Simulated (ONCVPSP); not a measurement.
## u(r) = r·R(r): atom against pseudo-atom (cobalt (Co))

Columns: radius, all-electron u(r) and pseudo u(r) of the 3p shell (level -84.03 eV) of cobalt in the configuration [Ne] 3s2 3p6 3d7; LDA (Perdew-Wang 92), non-relativistic, ONCV scheme, ONCVPSP 4.0.1.

| r (bohr) | all-electron | pseudo |
| --- | --- | --- |
| 0.080 | -0.4759 | 0.0430 |
| 0.160 | -0.5989 | 0.1653 |
| 0.240 | -0.2677 | 0.3476 |
| 0.320 | 0.2031 | 0.5614 |
| 0.400 | 0.6233 | 0.7751 |
| 0.480 | 0.9249 | 0.9607 |
| 0.560 | 1.1031 | 1.0962 |
| 0.640 | 1.1794 | 1.1687 |
| 0.720 | 1.1817 | 1.1774 |
| 0.800 | 1.1351 | 1.1346 |
| 0.880 | 1.0591 | 1.0591 |
| 0.960 | 0.9678 | 0.9678 |
| 1.040 | 0.8710 | 0.8710 |
| 1.120 | 0.7747 | 0.7747 |
| 1.200 | 0.6828 | 0.6828 |
| 1.280 | 0.5974 | 0.5974 |
| 1.360 | 0.5197 | 0.5197 |
| 1.440 | 0.4499 | 0.4499 |
| 1.520 | 0.3879 | 0.3879 |
| 1.600 | 0.3333 | 0.3333 |
| 1.680 | 0.2855 | 0.2855 |
| 1.760 | 0.2439 | 0.2439 |
| 1.840 | 0.2080 | 0.2080 |
| 1.920 | 0.1769 | 0.1769 |
| 2.000 | 0.1502 | 0.1502 |
| 2.080 | 0.1274 | 0.1274 |

Question: How many radial nodes do the two functions have?

Answer: The all-electron 3p function has n − l − 1 = 1; the pseudo-wave has 0, since the states of the same l below it are removed with the core.

Question: At about which radius was the pseudo-wave matched?

Answer: 0.90 bohr. The columns agree to 0.0005 from 0.80 bohr on; several derivatives are matched, so the curves merge somewhat inside the radius.

Question: Where does each function peak?

Answer: Outermost all-electron maximum near 0.72 bohr, pseudo maximum near 0.72 bohr (to the table’s step).

Question: Is the pseudo-wave norm-conserving?

Answer: Yes: the ONCV scheme keeps the norm inside the radius equal to the all-electron one, which fixes the energy derivative of the logarithmic derivative at the level.
